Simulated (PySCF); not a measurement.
Species: C5H15BO3Si.
Numbering: `[CH3:1][O:2][B:3]([O:4][CH3:5])[O:6][Si:7]([CH3:8])([CH3:9])[CH3:10]` (hydrogens: H11, H12, H13 on C1; H14, H15, H16 on C5; H17, H18, H19 on C8; H20, H21, H22 on C9; H23, H24, H25 on C10)

Structure used (PBE0-D3(BJ)/def2-SVP), in Å, numbered top down from 1:
```
atom  x, y, z in Å
C1     2.6530   -1.9227   -0.4802
O2     2.4978   -0.5432   -0.2833
B3     1.2747    0.0166   -0.0692
O4     1.2001    1.3657    0.1467
C5     2.3555    2.1615    0.1486
O6     0.1361   -0.7239   -0.0670
Si7   -1.4511   -0.2057    0.2158
C8    -1.9198    1.0651   -1.0751
C9    -2.4968   -1.7479    0.0581
C10   -1.5490    0.5113    1.9416
H11    1.7114   -2.3991   -0.7937
H12    3.4177   -2.0895   -1.2543
H13    2.9964   -2.4080    0.4488
H14    3.1102    1.7860    0.8587
H15    2.0703    3.1824    0.4412
H16    2.8238    2.1998   -0.8491
H17   -2.9510    1.4227   -0.9263
H18   -1.8494    0.6418   -2.0894
H19   -1.2388    1.9272   -1.0134
H20   -2.3997   -2.1829   -0.9488
H21   -3.5614   -1.5248    0.2318
H22   -2.1846   -2.5103    0.7887
H23   -2.5750    0.8336    2.1807
H24   -1.2424   -0.2308    2.6954
H25   -0.8832    1.3835    2.0249
```

Level: PBE0/pcSseg-1 in PySCF, non-relativistic, on one gas-phase PBE0-D3(BJ)/def2-SVP geometry that isn't relaxed in the solvent. The solvent is an IEF-PCM continuum (cavity from Bondi-type radii × 1.2). The model holds no explicit solvent molecules, cavitation or dispersion.

| run | E − E(gas) (kcal/mol) | HOMO (eV) | HOMO–LUMO gap (eV) | dipole (D) |
| --- | --- | --- | --- | --- |
| gas | 0.00 | -8.04 | 9.26 | 0.17 |
| P | -3.51 | -8.10 | 9.34 | 0.24 |
| Q | -2.59 | -8.07 | 9.32 | 0.20 |

Problem. The runs were made in acetone and chloroform. Which run belongs to which solvent?

Solution. P = acetone, Q = chloroform. The dielectric constants are 4.711 (chloroform), 20.49 (acetone), and the energy falls further as ε rises. In this model the ground state sees the solvent through ε alone.

Problem. How constant is the ratio of the lowering to (ε − 1)/(2ε + 1)?

Solution. 
| solvent | (ε − 1)/(2ε + 1) | E − E(gas) (kcal/mol) | ratio (kcal/mol) | polarisation term (kcal/mol) |
| --- | --- | --- | --- | --- |
| chloroform | 0.356 | -2.59 | -7.3 | -2.74 |
| acetone | 0.464 | -3.51 | -7.6 | -3.81 |

The ratio changes by +3.9 % in size from chloroform to acetone. The polarisation term is half the interaction of the solute with the induced surface charges.
